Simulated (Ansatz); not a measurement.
Reaction (formal exchange of groups at the Se–Si bond): `CC[SiH2][SeH]` + `[CH3][GaH][F]` → `[CH3][Ga]([F])[SeH]` + `CC[SiH3]`

Program: Ansatz. Geometries: PBE0-D4/def2-TZVP. ΔE: electronic, gas phase. CBS: MP2 limit from def2 TZ/QZ plus the TZ coupled-cluster correction, frozen cores. Functionals use def2-TZVPP. B3LYP here is the variant with VWN-RPA as its local correlation; programs differ in this. For Ga, Se outer-core shells are correlated without core-valence functions, which leaves a few kJ/mol of doubt a bond. Scalar relativity is left out up to krypton. Each species was taken in one conformer, which may not be the lowest.

`CC[SiH2][SeH]`:

Cartesian coordinates in Å:
```
C 1.531 0.090 0.426
C 0.224 -0.690 0.504
Si -1.011 -0.253 -0.834
Se -1.594 1.958 -0.810
H 2.044 -0.088 -0.522
H 2.214 -0.195 1.230
H 1.353 1.165 0.504
H 0.408 -1.768 0.427
H -0.262 -0.535 1.474
H -0.419 -0.436 -2.186
H -2.228 -1.097 -0.708
H -2.260 1.850 0.495
```

`[CH3][GaH][F]`:

Cartesian coordinates in Å:
```
C -0.239 0.495 -0.752
Ga 0.404 -0.536 0.773
F -0.827 -0.852 2.000
H -0.610 -0.188 -1.521
H -1.065 1.139 -0.446
H 0.553 1.100 -1.194
H 1.785 -1.160 1.140
```

`[CH3][Ga]([F])[SeH]`:

```xyz
8

C    -1.391    0.365   -0.226
Ga    0.416   -0.291    0.086
F     0.654   -2.029    0.255
Se    2.401    0.887    0.277
H    -1.431    1.453   -0.178
H    -1.728    0.037   -1.211
H    -2.064   -0.057    0.522
H     3.143   -0.365    0.476
```

`CC[SiH3]`:

```xyz
11

C    -0.248   -0.557   -1.283
C    -0.672    0.235   -0.049
Si    0.678    0.372    1.247
H    -1.055   -0.619   -2.018
H     0.037   -1.579   -1.023
H     0.611   -0.096   -1.777
H    -1.548   -0.226    0.419
H    -0.978    1.248   -0.331
H     1.876    1.050    0.678
H     1.091   -0.981    1.711
H     0.210    1.152    2.426
```

```json
{"level": "PBE-D4", "ΔE (kJ/mol)": "-42.3", "difference from CCSD(T)/CBS": "1.9"}
{"level": "r2SCAN-D4", "ΔE (kJ/mol)": "-45.4", "difference from CCSD(T)/CBS": "-1.2"}
{"level": "PBE0-D4", "ΔE (kJ/mol)": "-42.7", "difference from CCSD(T)/CBS": "1.5"}
{"level": "B3LYP-D4", "ΔE (kJ/mol)": "-45.8", "difference from CCSD(T)/CBS": "-1.6"}
{"level": "ωB97X-V", "ΔE (kJ/mol)": "-42.5", "difference from CCSD(T)/CBS": "1.7"}
{"level": "ωB97M-V", "ΔE (kJ/mol)": "-41.3", "difference from CCSD(T)/CBS": "2.9"}
{"level": "r2SCAN", "ΔE (kJ/mol)": "-46.1", "difference from CCSD(T)/CBS": "-1.9"}
{"level": "PBE0", "ΔE (kJ/mol)": "-44.7", "difference from CCSD(T)/CBS": "-0.5"}
{"level": "HF/def2-TZVPP", "ΔE (kJ/mol)": "-53.0", "difference from CCSD(T)/CBS": "-8.8"}
{"level": "SCS-MP2/def2-TZVPP", "ΔE (kJ/mol)": "-47.3", "difference from CCSD(T)/CBS": "-3.1"}
{"level": "CCSD(T)/def2-TZVPP", "ΔE (kJ/mol)": "-47.7", "difference from CCSD(T)/CBS": "-3.5"}
{"level": "HF/def2-QZVPP", "ΔE (kJ/mol)": "-51.7", "difference from CCSD(T)/CBS": "-7.5"}
{"level": "MP2/def2-QZVPP", "ΔE (kJ/mol)": "-43.5", "difference from CCSD(T)/CBS": "0.7"}
{"level": "SCS-MP2/def2-QZVPP", "ΔE (kJ/mol)": "-44.8", "difference from CCSD(T)/CBS": "-0.6"}
{"level": "MP2/CBS(def2)", "ΔE (kJ/mol)": "-42.5", "difference from CCSD(T)/CBS": "1.7"}
{"level": "CCSD/CBS(def2)", "ΔE (kJ/mol)": "-44.5", "difference from CCSD(T)/CBS": "-0.3"}
{"level": "CCSD(T)/CBS", "ΔE (kJ/mol)": "-44.2", "difference from CCSD(T)/CBS": "0"}
```

Largest T1 diagnostic among the species: 0.013.

In def2-TZVPP, CCSD(T) changes the Hartree–Fock value by +5.2 kJ/mol (the triples alone add +0.3 kJ/mol) and MP2 by +7.0 kJ/mol. The D4 term adds +3.6 kJ/mol with B3LYP and +2.0 kJ/mol with PBE0; it sums over pairs of atoms, weighted by their polarisabilities, and B3LYP, whose exchange is more repulsive, gets the larger term.
